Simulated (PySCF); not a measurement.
**Polarisability and C₆ of F⁻ (fluorine, charge -1)**

[Ne], closed-shell 1S. Calculation: PySCF 2.14, in dyall-av3z (15s9p3d2f, 71 functions); scalar relativity by spin-free X2C-1e. Coupled (time-dependent) response in atomic units; α is the mean over directions.

```csv
method,mean α (bohr³),C₆ (like pair),S(−4)
UHF,7.271,26.27,35.39
PBE0,9.397,34.85,75.35
BHandHLYP,8.419,30.67,56.39
```

S(−4) is the Cauchy moment in α(ω) = α(0) + S(−4) ω² + …

α(iu) at UHF:

```tsv
u (hartree)	α(iu) (bohr³)
0	7.271
0.0500	7.185
0.100	6.946
0.200	6.219
0.300	5.456
0.500	4.269
0.750	3.273
1.00	2.566
1.50	1.652
2.00	1.130
3.00	0.6160
5.00	0.2645
```

A single London oscillator, α(iu) = α/(1 + u²/ω²), gives C₆ = (3/4) ω α². Matching the computed C₆ needs ω = 4 × 26.27 / (3 × 7.271²) = 0.663 hartree.

For an ion, C₆ is the dispersion term alone; charge-induced terms of lower order in 1/R come first.
